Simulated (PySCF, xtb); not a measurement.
C2H6GeN2, SMILES N1=[CH][Ge@H]([NH2])[CH2]1. Other conformers were not sampled.

Harmonic wavenumbers (cm⁻¹) from GFN2-xTB in xtb 6.7.1 at its own minimum, in rising order: 87, 131, 211, 295, 342, 413, 472, 515, 562, 623, 656, 742, 783, 850, 1017, 1088, 1111, 1176, 1425, 1476, 1611, 1682, 2954, 2982, 3034, 3430, 3462.

**Question.** What does PBE-D3(BJ)/def2-SVP in PySCF give at its own minimum? (Estimate from the structure and the level; the computed values follow.)

**Answer.** 97, 163, 240, 328, 407, 449, 522, 594, 613, 678, 719, 770, 874, 877, 944, 1092, 1106, 1207, 1367, 1490, 1585, 2023, 2987, 3043, 3046, 3455, 3558. Paired by order, the mean absolute difference is 53 cm⁻¹ and the zero-point energies are 47.4 and 48.9 kcal/mol.
